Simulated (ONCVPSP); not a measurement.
## How hard is this manganese (Mn) ONCV potential?

ONCVPSP 4.0.1 input, shortened (lines: element, Z, core and valence counts, functional; n l f; lmax; l rc ep ncon nbas qcut; lloc lpopt rc5 dvloc0; l nproj debl; icmod fcfact rcfact), PBE, scalar-relativistic:

```
  Mn 25.00    3    4        4      upf
    1    0    2.00
    2    0    2.00
    2    1    6.00
    3    0    2.00
    3    1    6.00
    3    2    5.00
    4    0    2.00
    2
    0    1.10    0.00    4    9   12.70
    1    0.90    0.00    4    9    8.80
    2    1.30    0.00    4    8   14.40
    4    1    0.60    0.00
    0    3    3.10
    1    2    3.10
    2    2    2.30
    3    4.75    1.25
```

Problem. For each optimised wave give the share of its norm inside rc, the residual kinetic energy above qcut (Ha) and the cutoffs (Ha) for errors of 10, 1, 0.1 and 0.01 mHa per electron.

Solution.

```tsv
wave	norm inside rc	residual KE	10 mHa	1 mHa	0.1 mHa	0.01 mHa
3s	0.804	9.2e-08	40.1	51.4	60.8	68.2
4s	0.030	2.0e-08	26.7	41.4	53.1	62.7
s projector 3	0.050	1.4e-07	35.6	48.9	59.7	68.2
3p	0.556	7.1e-04	21.8	29.2	270.3	339.4
p projector 2	0.035	8.8e-05	17.3	23.9	31.9	145.8
3d	0.650	8.9e-08	53.8	66.2	76.7	85.1
d projector 2	0.075	2.2e-08	50.9	65.2	77.0	86.1
```

The occupied waves need 66 Ha and 270 Ha for 1 and 0.1 mHa.
